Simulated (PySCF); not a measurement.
# How methods differ on the ionisation energy of S¹²⁺

S¹²⁺ [He] 2s2 (1S) → S¹³⁺ [He] 2s1 (2S), as a difference of total energies. Computed with PySCF 2.14 in an even-tempered Gaussian basis (19 s from 1.8 bohr⁻², ratio 2.2; 9 p from 2.9 bohr⁻², ratio 2.4; 6 d from 8.8 bohr⁻², ratio 2.4; 5 f from 13 bohr⁻², ratio 2.4; 4 g from 20 bohr⁻², ratio 2.4), with the spin-free X2C one-electron Hamiltonian (Gaussian nucleus). Correlated levels: nothing frozen; virtual orbitals above 40 to 60 times the deepest correlated orbital energy dropped. The calculations carry no spin-orbit coupling.

```json
{"method": "UHF", "ionisation energy (eV)": "646.97"}
{"method": "LDA", "ionisation energy (eV)": "647.60"}
{"method": "PBE", "ionisation energy (eV)": "649.37"}
{"method": "PBE0", "ionisation energy (eV)": "649.10"}
{"method": "r2SCAN", "ionisation energy (eV)": "647.46"}
{"method": "BHandHLYP", "ionisation energy (eV)": "648.70"}
{"method": "r2SCANh", "ionisation energy (eV)": "647.56"}
{"method": "MP2 (all electrons)", "ionisation energy (eV)": "650.10"}
{"method": "SCS-MP2 (all electrons)", "ionisation energy (eV)": "650.68"}
```

Question: How much does correlation contribute at MP2 (all electrons)?

Answer: 650.10 − (646.97) = 3.13 eV, measured against UHF.

For comparison: 651.96 ± 0.12 eV (semi-empirical (NIST evaluation); NIST Atomic Spectra Database, ionization energies).
